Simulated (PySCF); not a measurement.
A geometry optimisation on `[SiH3][Si](Cl)(P)P`.

Computed with PBE0-D3(BJ)/def2-SVP geometry optimisation, gas phase (PySCF 2.14.0). Start geometry: GFN2-xTB. A driver script takes a list of jobs; this job's settings line and coordinates (Å) are shown.

Command:
```bash
OMP_NUM_THREADS=1 python probes_run.py task.json out
```

Input:
```
{"job": {"xc": "PBE0", "basis": "def2-SVP", "d3": "d3bj", "grid": 1, "shake": 0.01, "kind": "geom"}, "charge": 0, "multiplicity": 1}
Si    -0.915310    -1.571630     0.004590
Si     0.289860     0.408860     0.518300
P     -0.679910     2.395710    -0.034450
P      2.455240     0.583360    -0.255780
Cl     0.505210     0.496310     2.556010
H     -1.504870    -1.422790    -1.350400
H     -0.068920    -2.734950     0.020860
H     -2.024670    -1.747500     0.932020
H     -1.924840     2.018390     0.409580
H     -0.916250     2.022290    -1.325500
H      2.736000    -0.732750     0.063950
H      2.088140     0.256430    -1.548190
```

Give the output.

```
step   0  E = -1724.96380045  max force = 0.030047
step   1  E = -1724.97225091  max force = 0.007871
step   2  E = -1724.97278849  max force = 0.003073
step   3  E = -1724.97289217  max force = 0.000962
step   4  E = -1724.97301761  max force = 0.002623
step   5  E = -1724.97316572  max force = 0.004350
step   6  E = -1724.97329200  max force = 0.003902
step   7  E = -1724.97336521  max force = 0.001655
step   8  E = -1724.97338525  max force = 0.000256
step   9  E = -1724.97339298  max force = 0.000523
step  10  E = -1724.97339643  max force = 0.000392
optimisation converged
```

Energies in Eh; «max force» is the largest Cartesian gradient component in Eh/bohr.

Give the first gradient maximum in eV/Å.

With 1 Eh/bohr = 51.422 eV/Å, 1.545 eV/Å.

How much energy does the optimisation release, in eV?

E(step 0) − E(last step) = 0.009596 Eh, which is 0.261 eV.

Main results: final energy -1724.97340 Eh after 10 steps; dipole 2.35 D.

Where do the atoms end?

0.245 Å rms from the input after alignment:
```
atom  x, y, z in Å
Si1   -0.8959   -1.4666    0.0448
Si2    0.3385    0.4477    0.5765
P3    -0.6589    2.3970   -0.0011
P4     2.4177    0.4903   -0.3181
Cl5    0.5620    0.4618    2.6521
H6    -1.0906   -1.5131   -1.4384
H7    -0.1576   -2.6915    0.4798
H8    -2.2319   -1.4200    0.7133
H9    -1.9588    1.9419    0.3830
H10   -0.8185    1.9723   -1.3596
H11    2.6373   -0.9025   -0.0807
H12    1.9096    0.2715   -1.6393
```

How long does this job take on an Arm Neoverse V1 with one thread, on a shared host? And the peak memory of the process?

About 86 s, with 0.51 GiB resident at the peak, the Python interpreter and its libraries included.
Labels such as C1 count atoms from 1, the log's own numbers from 0.
